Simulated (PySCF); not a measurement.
CNO, SMILES C(=O)=[N] (connectivity only; charge and spin as stated), charge -1, multiplicity 1.

Geometry optimised at B3LYP-D3(BJ)/def2-TZVPD. The spin state was assumed, not searched. The isomer is the one that the SMILES or the coordinates give; other isomers of the formula were not compared.

The numbers are results of PBE/def2-TZVPD (PySCF), not measurements.

 A positive occupied level means that this level leaves the electron formally unbound; only the finite basis holds it.

The total energy comes out as -168.02209 hartree and the point group is C∞v. The highest occupied level is 0.36 eV, the lowest empty level is 4.12 eV and the orbital gap is 3.76 eV. The dipole moment about the centre of nuclear charge is 1.66 D. The mean static polarisability is 31.1 bohr³ (4.61 Å³). The polarisability, principal values comes out as 24.4, 24.4, 44.5 bohr³.
